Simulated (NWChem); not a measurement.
System: C₄H₆O; SMILES C=C1COC1

Here is an NWChem input.

```
start job
memory heap 200 mb stack 900 mb global 1100 mb
geometry units angstroms noautosym nocenter noautoz
  C      0.000000     0.000000    -1.932405
  C      0.000000     0.000000    -0.595486
  C      0.000000     1.038330     0.505233
  O      0.000000     0.000000     1.513282
  C      0.000000    -1.038330     0.505233
  H      0.000000    -0.941420    -2.503669
  H      0.000000     0.941420    -2.503669
  H     -0.904527     1.689838     0.558661
  H      0.904527     1.689838     0.558661
  H      0.904527    -1.689838     0.558661
  H     -0.904527    -1.689838     0.558661
end
basis spherical
  C library def2-svp
  O library def2-svp
  H library def2-svp
end
dft
  xc pbe0
  iterations 150
end
cosmo
  do_cosmo_smd true
  solvent clbenzen
end
task dft energy
```

NWChem printed, in part:

```
             Northwest Computational Chemistry Package (NWChem) 7.3.0
             --------------------------------------------------------

                             Geometry "geometry" -> ""
                             -------------------------

 Output coordinates in angstroms (scale by  1.889725989 to convert to a.u.)

  No.       Tag          Charge          X              Y              Z
 ---- ---------------- ---------- -------------- -------------- --------------
    1 C                    6.0000     0.00000000     0.00000000    -1.93240500
    2 C                    6.0000     0.00000000     0.00000000    -0.59548600
    3 C                    6.0000     0.00000000     1.03833000     0.50523300
    4 O                    8.0000     0.00000000     0.00000000     1.51328200
    5 C                    6.0000     0.00000000    -1.03833000     0.50523300
    6 H                    1.0000     0.00000000    -0.94142000    -2.50366900
    7 H                    1.0000     0.00000000     0.94142000    -2.50366900
    8 H                    1.0000    -0.90452700     1.68983800     0.55866100
    9 H                    1.0000     0.90452700     1.68983800     0.55866100
   10 H                    1.0000     0.90452700    -1.68983800     0.55866100
   11 H                    1.0000    -0.90452700    -1.68983800     0.55866100

 Effective nuclear repulsion energy (a.u.)     168.2141582599

                                 NWChem DFT Module
                                 -----------------

 Summary of "ao basis" -> "ao basis" (spherical)
 ------------------------------------------------------------------------------
       Tag                 Description            Shells   Functions and Types
 ---------------- ------------------------------  ------  ---------------------
 C                          def2-svp                 6       14   3s2p1d
 O                          def2-svp                 6       14   3s2p1d
 H                          def2-svp                 3        5   2s1p

 in cosmo_initialize ...
 calling solv_data for solv:clbenzen

 solvent parameters
 solvname_short: clbenzen
 solvname_long:  chlorobenzene
 dielec:        5.6968
 dielecinf:     2.3229
 nonaqueous SMD model solvent descriptors
 dielec:        5.6968
 sola:          0.0000
 solb:          0.0700
 solc:          0.8570
 solg:         47.4800
 solh:          0.1430
 soln:          1.5241

          ---------------
          -cosmo- solvent
          ---------------
 Cosmo: York-Karplus, doi: 10.1021/jp992097l
 dielectric constant -eps-     =   5.70
 screen = (eps-1)/(eps    )    =   0.82446
 surface charge correction     = lagrangian

   van der Waals surface
 --------------------------

 ---------- ATOMIC COORDINATES (A.U.) ------------ VDWR(ANG.) --
     1    0.00000000    0.00000000   -3.65171595     1.850
     2    0.00000000    0.00000000   -1.12530537     1.850
     3    0.00000000    1.96215919    0.95475193     1.850
     4    0.00000000    0.00000000    2.85968832     2.294
     5    0.00000000   -1.96215919    0.95475193     1.850
     6    0.00000000   -1.77902584   -4.73124838     1.200
     7    0.00000000    1.77902584   -4.73124838     1.200
     8   -1.70930818    3.19333079    1.05571621     1.200
     9    1.70930818    3.19333079    1.05571621     1.200
    10    1.70930818   -3.19333079    1.05571621     1.200
    11   -1.70930818   -3.19333079    1.05571621     1.200
 number of segments per atom =        128
 number of   points per atom =        128
 atom (   nspa,  nppa )
 ----------------------
    1 (     72,     0 )       0
    2 (     36,     0 )       0
    3 (     30,     0 )       0
    4 (     80,     0 )       0
    5 (     30,     0 )       0
    6 (     56,     0 )       0
    7 (     56,     0 )       0
    8 (     53,     0 )       0
    9 (     53,     0 )       0
   10 (     53,     0 )       0
   11 (     53,     0 )       0
 number of -cosmo- surface points =      572
 molecular surface =    124.701 angstrom**2
 molecular volume  =     98.669 angstrom**3
 -lineq- algorithm             =   0
 -bem- low  level              =   3
 -bem- from -octahedral-
 gaussian surface charge width =   4.50000
 degree of switching           =   1.00000
 switching function tolerance  =   0.00010
 atomic radii =
 --------------
    1  6.000  1.850
    2  6.000  1.850
    3  6.000  1.850
    4  8.000  2.294
    5  6.000  1.850
    6  1.000  1.200
    7  1.000  1.200
    8  1.000  1.200
    9  1.000  1.200
   10  1.000  1.200
   11  1.000  1.200
 ...... end of -cosmo- initialization ......

 nat:                    11
 ixmem:                  6636
 calling mnsol_interface()
 G(SMD-CDS) energy (kcal/mol)  =    -1.304
 SMD-CDS SASA (angstrom**2)    =   137.243

            General Information
            -------------------
          SCF calculation type: DFT
          Wavefunction type:  closed shell.
          No. of atoms     :    11
          No. of electrons :    38
           Alpha electrons :    19
            Beta electrons :    19
          Charge           :     0
          Spin multiplicity:     1
          Use of symmetry is: off; symmetry adaption is: off
          Maximum number of iterations: 150
          AO basis - number of functions:   100
                     number of shells:    48
          Convergence on energy requested:  1.00D-06
          Convergence on density requested:  1.00D-05
          Convergence on gradient requested:  5.00D-04

              XC Information
              --------------
                         PBE0 Method XC Functional
                     Hartree-Fock (Exact) Exchange  0.250
          PerdewBurkeErnzerhof Exchange Functional  0.750
            Perdew 1991 LDA Correlation Functional  1.000 local
           PerdewBurkeErnz. Correlation Functional  1.000 non-local

             Grid Information
             ----------------
          Grid used for XC integration:  medium
          Radial quadrature: Mura-Knowles
          Angular quadrature: Lebedev.
          Tag              B.-S. Rad. Rad. Pts. Rad. Cut. Ang. Pts.
          ---              ---------- --------- --------- ---------
          C                   0.70       49          10.0       434
          O                   0.60       49          11.0       434
          H                   0.35       45          11.0       434
          Grid pruning is: on
          Number of quadrature shells:   515
          Spatial weights used:  Erf1

      Superposition of Atomic Density Guess
      -------------------------------------

 Sum of atomic energies:        -228.18607004

      Non-variational initial energy
      ------------------------------

 Total energy =    -231.178573
 1-e energy   =    -641.190657
 2-e energy   =     241.797926
 HOMO         =      -0.280111
 LUMO         =       0.006860

   convergence    iter        energy       DeltaE   RMS-Dens  Diis-err
 ---------------- ----- ----------------- --------- --------- ---------
     COSMO gas phase
 d= 0,ls=0.0,diis     1   -230.6762205293 -3.99D+02  1.23D-02  5.64D-01
 d= 0,ls=0.0,diis     2   -230.6615592621  1.47D-02  6.85D-03  8.19D-01
 d= 0,ls=0.0,diis     3   -230.7423333987 -8.08D-02  1.38D-03  3.72D-02
 d= 0,ls=0.0,diis     4   -230.7455459049 -3.21D-03  4.95D-04  5.30D-03
 d= 0,ls=0.0,diis     5   -230.7461550596 -6.09D-04  1.41D-04  2.95D-04
  Resetting Diis
 d= 0,ls=0.0,diis     6   -230.7461836390 -2.86D-05  6.50D-05  5.30D-05
 d= 0,ls=0.0,diis     7   -230.7461901891 -6.55D-06  1.56D-05  5.40D-07
 d= 0,ls=0.0,diis     8   -230.7461901468  4.23D-08  8.09D-06  9.04D-07

   convergence    iter        energy       DeltaE   RMS-Dens  Diis-err
 ---------------- ----- ----------------- --------- --------- ---------
     COSMO solvation phase
 d= 0,ls=0.0,diis     1   -230.7527593582 -6.57D-03  1.15D-03  1.23D-03
 d= 0,ls=0.0,diis     2   -230.7530184572 -2.59D-04  2.97D-04  8.04D-04
 d= 0,ls=0.0,diis     3   -230.7530900308 -7.16D-05  8.14D-05  1.47D-04
 d= 0,ls=0.0,diis     4   -230.7531025553 -1.25D-05  3.00D-05  1.12D-05
 d= 0,ls=0.0,diis     5   -230.7531037884 -1.23D-06  6.81D-06  6.27D-07
 d= 0,ls=0.0,diis     6   -230.7531038577 -6.93D-08  2.05D-06  6.41D-08

         Total DFT energy =     -230.753103857713
      One electron energy =     -645.335209838379
           Coulomb energy =      278.536776826654
    Exchange-Corr. energy =      -32.160860736218
 Nuclear repulsion energy =      168.214158259860

             COSMO energy =       -0.007968369630

 Numeric. integr. density =       37.999995225606

                                COSMO-SMD solvation results
                                ---------------------------

             internal energy in gas <Psi(g)|H|Psi(g)> =      -230.746190146806
         internal energy in solvent <Psi(s)|H|Psi(s)> =      -230.745815264182
                               delta internal energy  =         0.000374882625 (    0.24 kcal/mol)
   total free energy in solvent <Psi(s)|H+V/2|Psi(s)> =      -230.751026097874
 polarization energy contribution <Psi(s)|V/2|Psi(s)> =        -0.005210833693 (   -3.27 kcal/mol)
    total free energy in solvent including G(SMD-CDS) =      -230.753103857713
                       G(SMD-CDS) energy contribution =        -0.002077759839 (   -1.30 kcal/mol)
     1 M fixed-concentration free energy of solvation =        -0.006913710907 (   -4.34 kcal/mol)

                       DFT Final Molecular Orbital Analysis
                       ------------------------------------

 Vector   17  Occ=2.000000D+00  E=-3.357883D-01
              MO Center=  9.3D-10,  6.4D-08, -3.4D-01, r^2= 3.1D+00
   Bfn.  Coefficient  Atom+Function         Bfn.  Coefficient  Atom+Function
  ----- ------------  ---------------      ----- ------------  ---------------
    19      0.344012   2 C  py               33     -0.264851   3 C  py
    61     -0.264851   5 C  py                5     -0.184383   1 C  py
    71      0.178670   6 H  s                76     -0.178670   7 H  s
    34     -0.173213   3 C  pz               62      0.173213   5 C  pz
    36     -0.159047   3 C  py               64     -0.159047   5 C  py

 Vector   18  Occ=2.000000D+00  E=-2.969690D-01
              MO Center= -2.0D-10, -7.3D-10, -1.2D-01, r^2= 3.0D+00
   Bfn.  Coefficient  Atom+Function         Bfn.  Coefficient  Atom+Function
  ----- ------------  ---------------      ----- ------------  ---------------
    46      0.422887   4 O  px               18     -0.318916   2 C  px
    49      0.318560   4 O  px                4     -0.304803   1 C  px
    21     -0.252566   2 C  px                7     -0.198447   1 C  px
    35      0.051384   3 C  px               63      0.051384   5 C  px
    81      0.039224   8 H  s                86     -0.039224   9 H  s

 Vector   19  Occ=2.000000D+00  E=-2.530624D-01
              MO Center=  4.9D-10, -1.6D-09,  1.6D-01, r^2= 3.5D+00
   Bfn.  Coefficient  Atom+Function         Bfn.  Coefficient  Atom+Function
  ----- ------------  ---------------      ----- ------------  ---------------
    46      0.404604   4 O  px               49      0.314031   4 O  px
     4      0.284260   1 C  px                7      0.220611   1 C  px
    18      0.214681   2 C  px               81      0.182774   8 H  s
    86     -0.182774   9 H  s                91     -0.182774  10 H  s
    96      0.182774  11 H  s                32     -0.149225   3 C  px

 Vector   20  Occ=0.000000D+00  E= 2.596587D-03
              MO Center=  1.5D-09, -1.3D-10, -9.8D-01, r^2= 3.1D+00
   Bfn.  Coefficient  Atom+Function         Bfn.  Coefficient  Atom+Function
  ----- ------------  ---------------      ----- ------------  ---------------
     7      0.593730   1 C  px               21     -0.561275   2 C  px
    18     -0.429797   2 C  px                4      0.378665   1 C  px
    82     -0.302109   8 H  s                87      0.302109   9 H  s
    92      0.302109  10 H  s                97     -0.302109  11 H  s
    35     -0.135873   3 C  px               63     -0.135873   5 C  px

 Vector   21  Occ=0.000000D+00  E= 8.046689D-02
              MO Center= -3.4D-10, -1.6D-08, -1.1D-01, r^2= 5.0D+00
   Bfn.  Coefficient  Atom+Function         Bfn.  Coefficient  Atom+Function
  ----- ------------  ---------------      ----- ------------  ---------------
    17      1.223119   2 C  s                45     -0.820345   4 O  s
    37      0.686119   3 C  pz               65      0.686119   5 C  pz
    72     -0.660977   6 H  s                77     -0.660977   7 H  s
     3      0.556908   1 C  s                 9     -0.514878   1 C  pz
    31     -0.327621   3 C  s                59     -0.327621   5 C  s

 Vector   22  Occ=0.000000D+00  E= 9.016047D-02
              MO Center= -4.6D-09,  3.3D-08,  1.5D-01, r^2= 7.9D+00
   Bfn.  Coefficient  Atom+Function         Bfn.  Coefficient  Atom+Function
  ----- ------------  ---------------      ----- ------------  ---------------
    31      1.337018   3 C  s                59      1.337018   5 C  s
    82     -0.961204   8 H  s                87     -0.961204   9 H  s
    92     -0.961204  10 H  s                97     -0.961204  11 H  s
     3      0.635618   1 C  s                72     -0.495950   6 H  s
    77     -0.495950   7 H  s                36      0.481795   3 C  py

     Multipole analysis of the density
     ---------------------------------

     L   x y z        total         alpha         beta         nuclear
     -   - - -        -----         -----         ----         -------
     0   0 0 0     -0.000000    -19.000000    -19.000000     38.000000

     1   1 0 0      0.000000      0.000000      0.000000      0.000000
     1   0 1 0     -0.000000     -0.000000     -0.000000      0.000000
     1   0 0 1     -0.714846     -0.573808     -0.573808      0.432770

     2   2 0 0    -22.927646    -17.307292    -17.307292     11.686938
     2   1 1 0     -0.000000     -0.000000     -0.000000      0.000000
     2   1 0 1      0.000000      0.000000      0.000000      0.000000
     2   0 2 0    -19.048416    -56.184276    -56.184276     93.320136
     2   0 1 1     -0.000000     -0.000000     -0.000000      0.000000
     2   0 0 2    -25.043689   -119.120230   -119.120230    213.196772
```

Level: PBE0/def2-SVP, SMD on the gas-phase geometry. Structure relaxed at the PBE-D3(BJ)/def2-SVP level. Solvent: chlorobenzene.
